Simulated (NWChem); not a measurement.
System: C$_{2}$BrCl$_{2}$F; SMILES F/C(Cl)=C(/Cl)Br

NWChem input:

```
start job
memory heap 200 mb stack 900 mb global 1100 mb
geometry units angstroms noautosym nocenter noautoz
  F     -1.930519     0.712746     0.000000
  C     -0.644235     0.979344     0.000000
  Cl    -0.283921     2.644088     0.000000
  C      0.279276     0.003965     0.000000
  Cl     1.955777     0.330268     0.000000
  Br    -0.254351    -1.789877     0.000000
end
basis spherical
  * library 6-311g**
end
dft
  xc b3lyp
  iterations 150
end
property
  shielding
  efieldgrad
end
task dft property
```

NWChem printed, in part:

```
             Northwest Computational Chemistry Package (NWChem) 7.3.0
             --------------------------------------------------------

                             Geometry "geometry" -> ""
                             -------------------------

 Output coordinates in angstroms (scale by  1.889725989 to convert to a.u.)

  No.       Tag          Charge          X              Y              Z
 ---- ---------------- ---------- -------------- -------------- --------------
    1 F                    9.0000    -1.93051900     0.71274600     0.00000000
    2 C                    6.0000    -0.64423500     0.97934400     0.00000000
    3 Cl                  17.0000    -0.28392100     2.64408800     0.00000000
    4 C                    6.0000     0.27927600     0.00396500     0.00000000
    5 Cl                  17.0000     1.95577700     0.33026800     0.00000000
    6 Br                  35.0000    -0.25435100    -1.78987700     0.00000000

 Effective nuclear repulsion energy (a.u.)     580.0752236656

                              NWChem Property Module
                              ----------------------

  itol2e modified to match energy
  convergence criterion.

                                 NWChem DFT Module
                                 -----------------

 Summary of "ao basis" -> "ao basis" (spherical)
 ------------------------------------------------------------------------------
       Tag                 Description            Shells   Functions and Types
 ---------------- ------------------------------  ------  ---------------------
 F                          6-311g**                 8       18   4s3p1d
 C                          6-311g**                 8       18   4s3p1d
 Cl                         6-311g**                12       26   6s5p1d
 Br                         6-311g**                18       44   8s7p3d

  itol2e modified to match energy
  convergence criterion.

[...]

          -----------------------------------------
          Chemical Shielding Tensors (GIAO, in ppm)
          -----------------------------------------

                                NWChem CPHF Module
                                ------------------

  scftype          =     RHF
  nclosed          =       45
  nopen            =        0
  variables        =     4725
  # of vectors     =        3
  tolerance        = 0.10D-03
  level shift      = 0.00D+00
  max iterations   =       50
  max subspace     =       30

 SCF residual:    3.2298468041249300E-005

Iterative solution of linear equations
  No. of variables     4725
  No. of equations        3
  Maximum subspace       30
        Iterations       50
       Convergence  1.0D-04

   iter   nsub   residual    time
   ----  ------  --------  ---------
     1      3    4.37D-01     135.4
     2      6    2.86D-02     151.6
     3      9    2.00D-03     168.0
     4     12    8.49D-05     184.4

      Atom:    1  F
        Diamagnetic
    495.0436      6.3783      0.0000
      6.3783    462.7924      0.0000
      0.0000      0.0000    459.4001

        Paramagnetic
   -258.3486     23.2297      0.0000
     23.2297   -250.9741      0.0000
      0.0000      0.0000   -188.7981

        Total Shielding Tensor
    236.6950     29.6080      0.0000
     29.6080    211.8183      0.0000
      0.0000      0.0000    270.6020

           isotropic =     239.7051
          anisotropy =      46.3453

          Principal Components and Axis System
                 1           2           3
              270.6020    256.3712    192.1420

      1         0.0000      0.8329     -0.5535
      2         0.0000      0.5535      0.8329
      3         1.0000     -0.0000     -0.0000

      Atom:    2  C
        Diamagnetic
    261.1982     -2.5227     -0.0000
     -2.5227    269.1826      0.0000
     -0.0000      0.0000    229.4775

        Paramagnetic
   -243.6037    -68.4906      0.0000
    -68.4906   -259.8362      0.0000
      0.0000      0.0000   -176.6506

        Total Shielding Tensor
     17.5945    -71.0133      0.0000
    -71.0133      9.3464      0.0000
      0.0000      0.0000     52.8269

           isotropic =      26.5892
          anisotropy =      87.0212

          Principal Components and Axis System
                 1           2           3
               84.6033    -57.6625     52.8269

      1         0.7273      0.6863     -0.0000
      2        -0.6863      0.7273      0.0000
      3         0.0000     -0.0000      1.0000

      Atom:    3  Cl
        Diamagnetic
   1141.1979      1.7499     -0.0000
      1.7499   1154.7046     -0.0000
     -0.0000     -0.0000   1139.2260

        Paramagnetic
   -647.7212     54.9466      0.0000
     54.9466   -210.9697      0.0000
      0.0000      0.0000   -557.8313

        Total Shielding Tensor
    493.4768     56.6966      0.0000
     56.6966    943.7349      0.0000
      0.0000      0.0000    581.3947

           isotropic =     672.8688
          anisotropy =     416.8435

          Principal Components and Axis System
                 1           2           3
              950.7644    581.3947    486.4473

      1         0.1230      0.0000      0.9924
      2         0.9924     -0.0000     -0.1230
      3         0.0000      1.0000     -0.0000

      Atom:    4  C
        Diamagnetic
    269.7680      3.0141      0.0000
      3.0141    270.8686     -0.0000
      0.0000     -0.0000    237.3741

        Paramagnetic
   -231.9666    -47.2795     -0.0000
    -47.2795   -209.6758      0.0000
     -0.0000      0.0000   -158.6080

[...]
```

Level: B3LYP/6-311G** (spherical d), GIAO. Structure relaxed at the PBE0/def2-SVP level. NWChem prints the field gradient with the sign opposite to the second derivative of the potential. The printed shielding anisotropy is the first printed principal value minus the mean of the other two.
